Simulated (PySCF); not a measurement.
## Computed vibrations of [Er(OH)4]−

[Er(OH)4]− (singlet in the valence; each metal's 4f electrons, 11 of them, lie in its core potential, out of spins and levels). PySCF 2.14.0, RKS PBE0, Er lcecp-1-SVP with ECP57, O def2-SVP, H def2-SVP; non-relativistic Hamiltonian with scalar-relativistic core potentials where named; density fitting; no spin-orbit coupling. Central differences of gradients.

```xyz
9

Er    0.0000    0.0000    0.0000
O     1.2186    1.2126    1.1940
H     1.9853    1.4971    1.6851
O    -1.2186   -1.2126    1.1940
H    -1.9853   -1.4971    1.6851
O     1.2126   -1.2186   -1.1940
H     1.4971   -1.9853   -1.6851
O    -1.2126    1.2186   -1.1940
H    -1.4971    1.9853   -1.6851
```

Run from Python with OMP_NUM_THREADS=2. Where DIIS fails, smearing, a level shift and second-order steps follow.
It took 2.2 min on 2 threads of Intel(R) Xeon(R) Platinum 8375C CPU @ 2.90GHz (Ice Lake) (shared host).

Q: What are the harmonic wavenumbers and infrared intensities?

A: Negative numbers are unstable modes, those under 60 cm⁻¹ near the noise; a finer grid moves soft modes by up to 10 cm⁻¹.
| cm⁻¹ | km/mol | symmetry |
| --- | --- | --- |
| -26 | – |  |
| -23 | – |  |
| 67 | 10.5 |  |
| 67 | 19.0 |  |
| 79 | 112.7 |  |
| 106 | 44.4 |  |
| 107 | 44.2 |  |
| 134 | 0.0 |  |
| 157 | 0.0 |  |
| 166 | 71.3 |  |
| 201 | 214.5 |  |
| 201 | 215.4 |  |
| 212 | 211.8 |  |
| 520 | 160.9 |  |
| 520 | 160.9 |  |
| 521 | 136.7 |  |
| 558 | 0.0 |  |
| 4028 | 28.0 |  |
| 4028 | 28.0 |  |
| 4028 | 21.3 |  |
| 4029 | 0.0 |  |

Q: Is this a minimum?

A: Probably not: 1 unstable, though so soft as to be near the noise (and 1 more above −25 cm⁻¹, within the noise); the lowest moves the atoms so:
```
Er   0.02  0.00  0.00
O   -0.02  0.00  0.00
H   -0.41  0.38  0.39
O   -0.02  0.00  0.00
H   -0.41  0.38 -0.39
O   -0.05 -0.04 -0.04
H   -0.16 -0.07 -0.05
O   -0.05 -0.04  0.04
H   -0.16 -0.07  0.05
```

An lcecp potential fixes the number of 4f electrons, so in runs with it no electron can move into or out of that shell.
